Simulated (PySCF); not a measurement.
Start geometry of `[SiH3]CC[SiH2]Cl` from GFN2-xTB (Å):
```
atom  x, y, z in Å
Si1   -1.7225   -0.0444    0.9195
C2    -0.5927   -0.8807   -0.3611
C3     0.3885    0.0571   -1.0707
Si4    1.7983    0.7389    0.0095
Cl5    2.5947   -0.7739    1.0816
H6    -2.7319   -1.0160    1.3450
H7    -0.9531    0.4079    2.0798
H8    -2.3791    1.1064    0.2912
H9    -1.2243   -1.3564   -1.1170
H10   -0.0347   -1.6890    0.1168
H11   -0.1644    0.8920   -1.5059
H12    0.8356   -0.4793   -1.9142
H13    2.8550    1.2820   -0.8450
H14    1.3297    1.7549    0.9484
```

Question: What comes out of this run: PBE0-D3(BJ)/def2-SVP geometry optimisation, gas phase in PySCF 2.14.0?

Answer: 
```
atom  x, y, z in Å
Si1    1.3254    0.5804    1.5849
C2     2.4171   -0.2395    0.2766
C3     3.4035    0.6815   -0.4495
Si4    4.7988    1.3834    0.5931
Cl5    5.6873   -0.1783    1.6353
H6     0.3013   -0.3946    2.0688
H7     2.1319    1.0469    2.7544
H8     0.6257    1.7670    0.9981
H9     1.7379   -0.7152   -0.4520
H10    2.9608   -1.0652    0.7674
H11    2.8829    1.5440   -0.9056
H12    3.8854    0.1466   -1.2871
H13    5.8355    2.0044   -0.2794
H14    4.3242    2.3823    1.5921
```

The energy falls by 0.112 eV over 6 energy and gradient evaluations, the largest force component goes from 0.0198 to 3.4e-04 Eh/bohr, and the atoms move by 0.049 Å rms after alignment. The bond that changes most is Si4–Cl5 (chlorine-bound silicon to silicon-bound chlorine), which lengthens by 0.059 Å. Bonds longer at the end by more than 0.005 Å: 10 of 13; shorter: 2. Among the angles that change most is Si4–C3–H11, from 109.1° to 106.7°. Rotational constants go from 3779, 1191, 1079 to 3728, 1176, 1065 MHz. The orientation of the end geometry is arbitrary; only internal coordinates are fixed.

The run used 127 basis functions and 35 SCF cycles in all.

No frequency check. The numbers are those of one conformer.
